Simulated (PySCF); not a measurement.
SnF₄, SMILES [F][Sn]([F])([F])[F].

The structure is a stationary point at PBE-D3(BJ)/def2-SVP. The isomer is the one that the SMILES or the coordinates give; other isomers of the formula were not compared. The def2 effective core potentials stand for the cores of Sn; spin–orbit coupling is left out.

Level of theory: PySCF with M06-2X/def2-TZVP.

The molecule is in vacuum.

```
Quantity                                                                                                        Value
---------------------------------------------------------------------------------------------  ----------------------
total energy                                                                                       -613.77541 hartree
point group                                                                                                        Td
highest occupied level                                                                                      -14.57 eV
lowest empty level                                                                                           -3.19 eV
orbital gap                                                                                                  11.38 eV
dipole moment                                                                                                  0.00 D
quadrupole, principal values (traceless, Buckingham form, about the centre of nuclear charge)    0.00, 0.00, 0.00 D·Å
mean static polarisability                                                                       30.1 bohr³ (4.45 Å³)
polarisability, principal values                                                               30.1, 30.1, 30.1 bohr³
```
